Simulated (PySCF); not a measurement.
HgCl, SMILES [Cl][Hg] (connectivity only; charge and spin as stated), neutral, multiplicity 2.

Geometry optimised at PBE0-D3(BJ)/def2-TZVPD. The multiplicity is an assumed one; other spin states were not compared. The def2 effective core potentials stand for the cores of Hg; spin–orbit coupling is left out.

These are C-PCM-PBE0/def2-TZVPD in PySCF values and carry that method's errors.

The values are the electrostatic part of the solvation free energy, E(continuum) − E(gas) at the gas-phase geometry, in a cavity of scaled van der Waals radii (PySCF's table); cavitation and dispersion terms are not included. A continuum can't describe solvent molecules that bind to the metal. The dipole moment in vacuum is 3.03 D.

```json
[
 {"solvent": "water", "ε": "78.36", "ΔG(elec) (kcal/mol)": "-10.5", "dipole (D)": "5.48"},
 {"solvent": "1-octanol", "ε": "9.86", "ΔG(elec) (kcal/mol)": "-9.2", "dipole (D)": "5.16"},
 {"solvent": "2-propanol", "ε": "19.26", "ΔG(elec) (kcal/mol)": "-9.9", "dipole (D)": "5.33"}
]
```
